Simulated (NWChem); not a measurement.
System: CH₃Zn, doublet; SMILES [CH3][Zn]

Here is an NWChem input.

```
start job
memory heap 200 mb stack 700 mb global 900 mb
geometry units angstroms noautoz
  Zn     0.000000     0.000000    -0.396020
  C      0.000000     0.000000     1.621075
  H      0.735274     0.735274     1.983280
  H      0.269129    -1.004403     1.983280
  H     -1.004403     0.269129     1.983280
end
basis spherical
  Zn library aug-cc-pvdz
  C library aug-cc-pvdz
  H library aug-cc-pvdz
end
dft
  odft
  mult 2
  xc b3lyp
  iterations 150
  mulliken
end
task dft energy
```

Parts of the log:

```
             Northwest Computational Chemistry Package (NWChem) 7.3.0
             --------------------------------------------------------

 C3V symmetry detected

                             Geometry "geometry" -> ""
                             -------------------------

 Output coordinates in angstroms (scale by  1.889725989 to convert to a.u.)

  No.       Tag          Charge          X              Y              Z
 ---- ---------------- ---------- -------------- -------------- --------------
    1 Zn                  30.0000     0.00000000     0.00000000    -0.49334538
    2 C                    6.0000     0.00000000     0.00000000     1.52374962
    3 H                    1.0000     0.73527402     0.73527402     1.88595462
    4 H                    1.0000     0.26912897    -1.00440299     1.88595462
    5 H                    1.0000    -1.00440299     0.26912897     1.88595462

 Effective nuclear repulsion energy (a.u.)      75.0959556340

      Symmetry information
      --------------------

 Group name             C3v
 Group number             17
 Group order               6
 No. of unique centers     3

                                 NWChem DFT Module
                                 -----------------

 Summary of "ao basis" -> "ao basis" (spherical)
 ------------------------------------------------------------------------------
       Tag                 Description            Shells   Functions and Types
 ---------------- ------------------------------  ------  ---------------------
 Zn                       aug-cc-pvdz               19       59   7s6p4d2f
 C                        aug-cc-pvdz                9       23   4s3p2d
 H                        aug-cc-pvdz                5        9   3s2p

      Symmetry analysis of basis
      --------------------------

        a1         37
        a2          4
        e          68

  Rotation of axis

            General Information
            -------------------
          SCF calculation type: DFT
          Wavefunction type:  spin polarized.
          No. of atoms     :     5
          No. of electrons :    39
           Alpha electrons :    20
            Beta electrons :    19
          Charge           :     0
          Spin multiplicity:     2
          Use of symmetry is: on ; symmetry adaption is: on
          Maximum number of iterations: 150
          AO basis - number of functions:   109
                     number of shells:    43
          Convergence on energy requested:  1.00D-06
          Convergence on density requested:  1.00D-05
          Convergence on gradient requested:  5.00D-04

              XC Information
              --------------
                         B3LYP Method XC Potential
                     Hartree-Fock (Exact) Exchange  0.200
                        Slater Exchange Functional  0.800 local
                    Becke 1988 Exchange Functional  0.720 non-local
              Lee-Yang-Parr Correlation Functional  0.810
                  VWN I RPA Correlation Functional  0.190 local

             Grid Information
             ----------------
          Grid used for XC integration:  medium
          Radial quadrature: Mura-Knowles
          Angular quadrature: Lebedev.
          Tag              B.-S. Rad. Rad. Pts. Rad. Cut. Ang. Pts.
          ---              ---------- --------- --------- ---------
          Zn                  1.35      112          14.0       590
          C                   0.70       49          13.0       434
          H                   0.35       45          15.0       434
          Grid pruning is: on
          Number of quadrature shells:   206
          Spatial weights used:  Erf1

      Superposition of Atomic Density Guess
      -------------------------------------

 Sum of atomic energies:       -1817.01176237

      Non-variational initial energy
      ------------------------------

 Total energy =   -1817.665724
 1-e energy   =   -2685.214673
 2-e energy   =     792.452994
 HOMO         =      -0.127630
 LUMO         =       0.027223

   Symmetry analysis of molecular orbitals - initial alpha
   -------------------------------------------------------

  Numbering of irreducible representations:

     1 a1          2 a2          3 e

  Orbital symmetries:

     1 a1          2 a1          3 a1          4 e           5 e
     6 a1          7 a1          8 a1          9 e          10 e
    11 a1         12 a1         13 e          14 e          15 e
    16 e          17 e          18 e          19 a1         20 a1
    21 a1         22 e          23 e          24 a1         25 a1
    26 e          27 e          28 e          29 e          30 a1

   Symmetry analysis of molecular orbitals - initial beta
   ------------------------------------------------------

  Numbering of irreducible representations:

     1 a1          2 a2          3 e

  Orbital symmetries:

     1 a1          2 a1          3 a1          4 e           5 e
     6 a1          7 a1          8 a1          9 e          10 e
    11 a1         12 a1         13 e          14 e          15 e
    16 e          17 e          18 e          19 a1         20 a1
    21 a1         22 e          23 e          24 a1         25 a1
    26 e          27 e          28 e          29 e          30 a1

     ---------------------------------------------
      Total Density - Mulliken Population Analysis
     ---------------------------------------------

    Atom       Charge   Shell Charges
 -----------   ------   -------------------------------------------------------
    1 Zn  30    29.64   2.00  2.00  2.00  1.10  0.00  0.38  0.02  6.00  6.00  0.13  0.02 -0.02 -0.00  9.57 -0.00  0.44 -0.02  0.00  0.00
    2 C    6     6.16   2.01  0.75  0.42 -0.01  2.06  0.92  0.02  0.02 -0.04
    3 H    1     1.07   0.68  0.36  0.02  0.03 -0.02
    4 H    1     1.07   0.68  0.36  0.02  0.03 -0.02
    5 H    1     1.07   0.68  0.36  0.02  0.03 -0.02

     --------------------------------------------
      Spin Density - Mulliken Population Analysis
     --------------------------------------------

    Atom       Charge   Shell Charges
 -----------   ------   -------------------------------------------------------
    1 Zn  30     0.72  -0.00  0.00  0.00  0.26 -0.00  0.31  0.02  0.00  0.00  0.11 -0.01  0.02  0.00  0.01  0.00  0.00 -0.00  0.00  0.00
    2 C    6     0.22   0.00  0.04  0.01 -0.05  0.16  0.08 -0.03  0.00  0.00
    3 H    1     0.02   0.00  0.01  0.00  0.00 -0.00
    4 H    1     0.02   0.00  0.01  0.00  0.00 -0.00
    5 H    1     0.02   0.00  0.01  0.00  0.00 -0.00

   convergence    iter        energy       DeltaE   RMS-Dens  Diis-err
 ---------------- ----- ----------------- --------- --------- ---------
 d= 0,ls=0.0,diis     1  -1819.3179119917 -1.89D+03  7.33D-03  9.86D-02
                                                     6.31D-03  9.11D-02
 d= 0,ls=0.0,diis     2  -1819.3413780553 -2.35D-02  2.15D-03  4.41D-02
                                                     2.13D-03  4.43D-02
 d= 0,ls=0.0,diis     3  -1819.3492612870 -7.88D-03  1.00D-03  2.89D-02
                                                     7.77D-04  2.72D-02
 d= 0,ls=0.0,diis     4  -1819.3577757152 -8.51D-03  2.46D-04  6.00D-04
                                                     1.68D-04  5.50D-04
 d= 0,ls=0.0,diis     5  -1819.3579373349 -1.62D-04  1.02D-04  9.59D-05
                                                     6.68D-05  8.07D-05
  Resetting Diis
 d= 0,ls=0.0,diis     6  -1819.3579686473 -3.13D-05  6.48D-05  8.08D-06
                                                     3.16D-05  7.48D-06
 d= 0,ls=0.0,diis     7  -1819.3579753574 -6.71D-06  1.06D-05  2.29D-07
                                                     1.12D-05  3.67D-07
 d= 0,ls=0.0,diis     8  -1819.3579755838 -2.26D-07  4.92D-06  8.68D-07
                                                     3.55D-06  7.29D-07

         Total DFT energy =    -1819.357975583829
      One electron energy =    -2685.074052564105
           Coulomb energy =      868.326181379118
    Exchange-Corr. energy =      -77.706060032867
 Nuclear repulsion energy =       75.095955634025

 Numeric. integr. density =       38.999992928289

                  Occupations of the irreducible representations
                  ----------------------------------------------

                     irrep           alpha         beta
                     --------     --------     --------
                     a1               10.0          9.0
                     a2                0.0          0.0
                     e                10.0         10.0

                    DFT Final Alpha Molecular Orbital Analysis
                    ------------------------------------------

 Vector   18  Occ=1.000000D+00  E=-3.926390D-01  Symmetry=e
              MO Center=  1.9D-01,  1.3D-01,  1.6D+00, r^2= 1.4D+00
   Bfn.  Coefficient  Atom+Function         Bfn.  Coefficient  Atom+Function
  ----- ------------  ---------------      ----- ------------  ---------------
    84      0.471204  3 H  s                 83      0.374090  3 H  s
    65      0.336768  2 C  py                64      0.279652  2 C  px
    93     -0.273413  4 H  s                 92     -0.217063  4 H  s
   102     -0.197791  5 H  s                101     -0.157026  5 H  s
    27     -0.144927  1 Zn d -1              29      0.120347  1 Zn d  1

[...]
```

Level: B3LYP/aug-cc-pVDZ, spin-unrestricted. In the optimisation the excess spin sits in a1 (C3v, its own frame). Structure relaxed at the PBE0/def2-SVP, spin-unrestricted level. This spin state was assumed; another may lie lower. No stability test was run on the SCF state. B3LYP is NWChem's, with the RPA form of VWN correlation.
